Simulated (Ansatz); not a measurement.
(LiOH)2 ring (Li₂O₂H₂). The state is a triplet with charge 0. Geometry PBE0-D4/def2-TZVP, that of the neutral singlet; atoms count from 1.

```csv
atom,x (Å),y (Å),z (Å)
Li1,-0.5541,0.6052,0.7619
O2,-0.3519,0.8942,-0.9662
Li3,0.5541,-0.6052,-0.7619
O4,0.3519,-0.8942,0.9663
H5,-0.5973,1.5180,-1.6402
H6,0.5973,-1.5181,1.6401
```

At PBE0-D4/def2-TZVP a singlet of charge 0 lies 5.24 eV below the triplet at the same geometry.

**Question.** Estimate the Mulliken populations from the PBE0/def2-TZVP orbitals of Ansatz.

**Answer.** 
```
atom  charge (e)  spin (α − β)
 Li1        0.34          0.48
  O2       -0.69          0.52
 Li3        0.34          0.48
  O4       -0.69          0.52
  H5        0.35          0.00
  H6        0.35          0.00
```
Mulliken values and Mayer orders depend strongly on the basis.

**Question.** Where does the spin sit?

**Answer.** Summed by element: Li 0.97, O 1.04, H 0.00, of 2 unpaired in all. Largest on single atoms: O2 0.52, O4 0.52, Li3 0.48.

**Question.** And the Mayer bond orders between bonded heavy atoms (over 0.3)?

**Answer.** Li1–Li3 0.49 (2.24 Å). Values over 0.3 also appear between atoms too far apart for a bond (O2–O4 0.43 at 2.73 Å); they arise where an orbital or an unpaired electron spreads over both atoms.
